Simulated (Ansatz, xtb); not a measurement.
**Relative energy of two isomers of CHOSe**

Structure a is `O=C[Se]`, a doublet and structure b is `O=[C][SeH]`, a doublet. Both are isolated molecules in the gas phase, relaxed with PBE0-D3(BJ)/def2-SVP; each stands in its lowest conformer found.

a (Å):

| atom | x (Å) | y (Å) | z (Å) |
| --- | --- | --- | --- |
| C | 2.0221 | -0.2608 | -0.5153 |
| O | 2.5985 | 0.6100 | 0.0603 |
| Se | 0.9674 | 0.0020 | -2.0999 |
| H | 2.0262 | -1.3342 | -0.2024 |

b (Å):

```csv
atom,x (Å),y (Å),z (Å)
C,1.5008,-0.4890,0.0535
O,0.8687,-1.4341,0.2937
Se,2.4752,-0.0575,-1.6180
H,2.9316,1.2146,-1.0431
```

Problem. Estimate E(b) − E(a) at the level CCSD(T)/def2-TZVP.

Solution. Calculated at CCSD(T)/def2-TZVP: E(b) − E(a) = +16.4 kJ/mol, so structure a lies lower.

The same difference at several levels:

```tsv
level	geometry	E(b) − E(a) (kJ/mol)	departure from the last row (kJ/mol)	job, with rough time for the two
GFN2-xTB	GFN2-xTB	+71.5	+55.1	optimisation, 0.089 s
HF/STO-3G	GFN2-xTB	+49.0	+32.5	single point, 2 s
r2SCAN-D4/def2-SVP	GFN2-xTB	+18.3	+1.8	single point, 6.6 s
PBE0-D3(BJ)/def2-SVP	PBE0-D3(BJ)/def2-SVP	+19.5	+3.1	optimisation, 52 s
HF/def2-TZVP	PBE0-D3(BJ)/def2-SVP	+33.8	+17.4	part of the CCSD(T) run
MP2/def2-TZVP	PBE0-D3(BJ)/def2-SVP	+21.2	+4.8	part of the CCSD(T) run
CCSD(T)/def2-TZVP	PBE0-D3(BJ)/def2-SVP	+16.4		single point, 2.3 min
```

As drawn, b has 1 Se–H in place of 1 C–H.

The levels shown agree on the order. The largest departure from CCSD(T)/def2-TZVP is that of GFN2-xTB, 55.1 kJ/mol.

With harmonic frequencies from PBE0-D3(BJ)/def2-SVP (ideal gas, rigid rotor, one conformer each, 1000 K, 1 atm): the zero-point term adds −8.9 kJ/mol; ΔH is +12.1 and ΔG +0.2 kJ/mol. In free energy the two are nearly level.

Open shells are spin-unrestricted, with notable spin contamination under HF/STO-3G. The correlated steps freeze 11 core orbitals; the filled d shell of Se is correlated, in a basis made for valence electrons. Run with Ansatz 0.2.0, xtb 6.7.1; the last row on 1 thread of Arm Neoverse V1 on a shared host.
